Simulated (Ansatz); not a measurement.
System: C₅H₁₁O (charge 0, doublet). It need not be the lowest isomer of its formula. 
Geometry from a B3LYP-D3(BJ)/def2-TZVP (Ansatz, a program for electronic structure) optimisation:
SMILES: C(CCCC)[O]
```xyz
17

C      3.0999     0.1379    -0.0657
C      1.7720    -0.4236     0.4336
C      0.5603     0.2416    -0.2148
C     -0.7718    -0.3143     0.2801
C     -1.9704     0.3722    -0.3654
O     -3.1975    -0.0912     0.0003
H      3.2029     0.0028    -1.1451
H      3.9473    -0.3555     0.4134
H      3.1770     1.2079     0.1416
H      1.7076    -0.3041     1.5198
H      1.7337    -1.5010     0.2440
H      0.6247     0.1228    -1.3029
H      0.5999     1.3208    -0.0263
H     -0.8473    -0.1945     1.3649
H     -0.8339    -1.3871     0.0776
H     -1.9329     0.2654    -1.4704
H     -1.9392     1.4696    -0.2254
```
Charge 0, spin multiplicity 2.

Basis-set convergence of Hartree-Fock and CCSD correlation energies (hartree) with Ansatz. Correlated levels leave the core frozen unless marked. UHF or UKS for open shells. No spin-orbit coupling. Non-relativistic.

| basis | functions | E(HF) | E(corr, CCSD) |
|---|---|---|---|
| cc-pVDZ | 139 | -270.58431 | -0.94148 |
| cc-pVTZ | 334 | (withheld) | (withheld) |

**Question.** What belongs in the gaps?

**Answer.** 
- cc-pVTZ, E(HF): -270.66183
- cc-pVTZ, E(corr, CCSD): -1.13318
